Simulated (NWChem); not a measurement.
System: triflate (CF₃O₃S anion); SMILES S([O-])(C(F)(F)F)(=O)=O

```xyz
8

O      1.0257     1.0257     1.2559
S      0.0000     0.0000     0.9383
O      0.3754    -1.4012     1.2559
O     -1.4012     0.3754     1.2559
C      0.0000     0.0000    -0.9614
F      1.2098    -0.3242    -1.4588
F     -0.3242     1.2098    -1.4588
F     -0.8856    -0.8856    -1.4588
```
Atoms are numbered in this order, from 1.

Program: NWChem. Sets without diffuse functions describe the anion's extra electron poorly. Structure relaxed at the B3LYP/def2-SVPD level. No frequency run checked for a minimum.

Task: Taking B3LYP/aug-cc-pVTZ as the yardstick, which of these has the fewest basis functions while keeping “highest occupied level (eV)” within 0.2 eV of it: B3LYP/cc-pVTZ; B3LYP/cc-pVDZ; B3LYP/aug-cc-pVDZ?

Result: B3LYP/aug-cc-pVDZ (a larger set in the list lies outside the tolerance).
```csv
level,basis functions,highest occupied level (eV)
B3LYP/cc-pVDZ,116,-1.81
B3LYP/aug-cc-pVDZ,188,-2.83
B3LYP/cc-pVTZ,244,-2.50
B3LYP/aug-cc-pVTZ,372,-2.90
```

The yardstick is one finite set, not the basis-set limit.
